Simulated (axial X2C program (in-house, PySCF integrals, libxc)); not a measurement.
# BaS⁺: cheaper levels and CCSD(T), with spin–orbit coupling

All values were computed with an axial X2C code built on PySCF integrals. Two-component (2c) means X2C with spin–orbit coupling and atomic mean-field two-electron Coulomb and Gaunt terms. Basis: Ba dyall-cv3z [14s14p9d5f1g], S dyall-av3z [9s8p3d2f] (cores contracted in-house); Gaussian nuclei, density fitting, unrestricted open shells. Masses: Ba 137.905 u, S 31.972 u.

State: Ω = 3/2 (⟨Sz⟩ = 0.50, ⟨Lz⟩ = 1.00 at HF); fragments Ba+ + S.

```
level  Re (Å)  ωe (cm⁻¹)  De (eV)
 PBE0   2.710      309.1     3.27
   HF   2.789      295.0     1.88
  MP2   2.737      305.0     2.94
 CCSD   2.751      301.6     2.86
 PW91   2.718      301.5     3.39
```

Correlated methods: 15 electrons correlated (number of frozen shells: Ba 4 s, 3 p, 2 d; S 2 s, 1 p), 297 virtual spin orbitals or spinors in MP2, 90 natural virtuals in coupled cluster.

CCSD(T), same Hamiltonian and basis:

Re = 2.749 Å, ωe = 301.4 cm⁻¹, De = 2.92 eV; T1 = 0.010 (Lee–Taylor normalisation).

Q: Give the differences from CCSD(T) in the columns below.

A: 

```tsv
level	ΔRe (Å)	Δωe (cm⁻¹)	ΔDe (eV)
PBE0	-0.039	8	0.35
HF	0.040	-6	-1.04
MP2	-0.012	4	0.02
CCSD	0.002	0	-0.06
PW91	-0.031	0	0.47
```

One determinant describes the state; a PBE0 search over occupations chose it and may have missed a lower one. De is counted from the lowest determinant-based energies of the atoms at the same level, without counterpoise correction. Density functionals use the spin component along the axis (collinear). CCSD and (T) use frozen natural virtuals with an MP2 correction for the truncation; (T) itself is uncorrected, so its De runs slightly low. In 2c an atomic determinant is not the ground J level, so De misses part of the atomic spin–orbit lowering. This holds for PBE0, PW91. Other states lie close and PBE0, whose exact exchange favours high spin, may order them wrongly; the determinant shown need not be the ground state. The nearest other 2c determinant of the search, Ω = 1/2, lies 0.05 eV up at the distance of the search. Without a current term, density functionals place determinants with orbital angular momentum somewhat too high. At some level and bond length an empty orbital lies below a filled one.
